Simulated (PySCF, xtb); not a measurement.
Si(H)2(Me)(vinyl) (C₃H₈Si), SMILES C=C[SiH2]C.

xtb 6.7.1 with GFN2-xTB at its own geometry gives an orbital gap of 4.52 eV and a dipole moment of 0.37 D.

Coordinates come from a B3LYP-D3(BJ)/def2-SVP optimisation. The values are those of a single conformer.

Question: What does PySCF with PBE/def2-TZVP give? (Estimate from the structure and the level; the computed values follow.)

Answer: gap 5.27 eV (levels -6.69 and -1.42 eV), dipole 0.76 D.
